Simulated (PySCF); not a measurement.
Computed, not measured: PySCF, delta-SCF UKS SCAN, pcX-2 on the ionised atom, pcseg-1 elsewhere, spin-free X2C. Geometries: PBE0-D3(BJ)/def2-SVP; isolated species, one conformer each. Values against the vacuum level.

Task: Order these sites by rising C 1s binding energy.
A. Carbon in `C[As+](C)(C)C`
B. C4 in `[Li:1][C:2]#[C:3][C:4]#[N:5]`
C. Carbon in `C1=NSN=C1`
D. Carbon in `C1[SiH2]P[SiH2]C1`
E. C3 in `[cH:1]1[n:2][cH:3][s:4][n:5]1`

Result: D (290.33 eV), B (291.68 eV), C (292.07 eV), E (292.58 eV), A (295.61 eV).

The highest is bonded to 3 H and As in a species of charge +1, the lowest to C, 2 H and Si; the range is 5.28 eV.

Task: Order these sites by rising N 1s binding energy.
A. Nitrogen in `[Li][C]#CC#N`
B. N2 in `[cH:1]1[n:2][cH:3][s:4][n:5]1`
C. Nitrogen in `n1sncc1`

Result: A (403.94 eV), B (405.50 eV), C (405.78 eV).

The highest is bonded to S (aromatic in the SMILES) and C (aromatic in the SMILES), the lowest to C (triple bond); the range is 1.84 eV.

2 of these hole states are spin-contaminated (⟨S²⟩ up to 0.91, against 0.75; counted from 0.85) and less certain.
